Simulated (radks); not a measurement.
Values are calculated unless marked as measured or tabulated.
Orbital eigenvalues (eV) of the iodine ion I42+, [Ne] 3s1, of relativity; Dirac values are averaged over j with weights 2j + 1. Spin-unpolarised spherical Kohn-Sham, PBE, point nucleus unless stated (finite: rms radius 4.75 fm), a radial shooting solver on a logarithmic mesh with Libxc functionals. A level marked "c x" has the speed of light scaled by that factor.

shell  non-rel.
1s       -34394
2s      -7343.1
2p      -7095.5
3s      -3036.3

Give the values at the level "Dirac, c x 10".

Answer. 
shell  Dirac, c x 10  change of magnitude (%)
1s            -34407                    +0.04
2s           -7346.5                    +0.05
2p           -7096.7                    +0.02
3s           -3037.3                    +0.03
